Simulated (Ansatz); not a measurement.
`[CH3][Al]1[CH2][CH2]1` and `[Br][Al]1[CH2][CH2]1` differ in one atom or group.

Ansatz, PBE0-D4/def2-TZVP geometries, multiplicity 1. 

Scalar relativity is left out up to krypton.

```json
{"property": "size of the dipole moment (ωB97M-V/def2-TZVPP) / D", "`[CH3][Al]1[CH2][CH2]1`": "1.88"}
{"property": "HOMO energy (B3LYP/def2-TZVPP) / eV", "`[CH3][Al]1[CH2][CH2]1`": "-5.42"}
{"property": "HOMO–LUMO gap (PBE/def2-TZVPP) / eV", "`[CH3][Al]1[CH2][CH2]1`": "3.02"}
{"property": "size of the dipole moment (B3LYP/def2-TZVPP) / D", "`[CH3][Al]1[CH2][CH2]1`": "1.79"}
{"property": "HOMO energy (PBE/def2-TZVPP) / eV", "`[CH3][Al]1[CH2][CH2]1`": "-4.49"}
{"property": "LUMO energy (PBE/def2-TZVPP) / eV", "`[CH3][Al]1[CH2][CH2]1`": "-1.47"}
```

Problem. What does the change do to each property? (An estimate is asked.)

Solution. Ansatz gave: 
```tsv
property	`[Br][Al]1[CH2][CH2]1`	shift
size of the dipole moment (ωB97M-V/def2-TZVPP) / D	0.12	-1.76
HOMO energy (B3LYP/def2-TZVPP) / eV	-5.98	-0.56
HOMO–LUMO gap (PBE/def2-TZVPP) / eV	3.12	0.10
size of the dipole moment (B3LYP/def2-TZVPP) / D	0.18	-1.61
HOMO energy (PBE/def2-TZVPP) / eV	-5.04	-0.55
LUMO energy (PBE/def2-TZVPP) / eV	-1.92	-0.45
```

With PBE0 the HOMO falls by 0.58 eV and the LUMO falls by 0.41 eV, so the gap widens by about 0.17 eV. PBE moves the HOMO by -0.55 eV and ωB97M-V by -0.57 eV. Dipoles are sizes alone; their direction can turn.

B3LYP here is the variant with VWN-RPA as its local correlation; programs differ in this.

Spin–orbit coupling is left out; it splits and shifts lone-pair levels of the heavy atoms by tenths of an eV.
